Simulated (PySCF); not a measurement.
Compound: C₃H₇AlGe.
Bonds: C1–Ge2, Ge2–C3, C3–C4 (triple), C4–Al5. Hydrogens: H6, H7, H8 on C1; H9, H10 on Ge2; H11, H12 on Al5.

Computed with PySCF 2.14.0, PBE0-D3(BJ)/def2-SVP geometry optimisation, gas phase.

(1) How far are the bound atoms from Al5?

(2) List the angles at Al5.

(3) What is the shape at Al5?

(4) What are the other bond lengths?

(5) Give some angles away from the centre.

(6) What are the rotational constants (commonest isotopes, rigid rotor)?

Results:

(1) 3 atoms: H11 1.584 Å, H12 1.585 Å, C4 1.912 Å. The nearest atom not counted as bound is C3, at 3.14 Å.

(2) 
| angle | degrees | distance of the outer atoms (Å) |
| --- | --- | --- |
| H11–Al5–H12 | 122.0 | 2.77 |
| C4–Al5–H11 | 119.1 | 3.02 |
| C4–Al5–H12 | 118.9 | 3.02 |

(3) Planar: angles 122.0°, 119.1° and 118.9°, sum 360.0°, 0.00 Å off the plane of its three neighbours.

(4) C1–Ge2 1.947 Å; Ge2–C3 1.910 Å; C3≡C4 1.230 Å; C1–H6, C1–H7, C1–H8 1.099 Å; Ge2–H9, Ge2–H10 1.539 Å.

(5) C1–Ge2–C3 109.2°, Ge2–C3–C4 179.0°, C3–C4–Al5 179.4°.

(6) A = 9151, B = 758.2, C = 712.1 MHz: a near-prolate asymmetric top.

Charge 0, singlet. Stationary, but not proved a minimum.
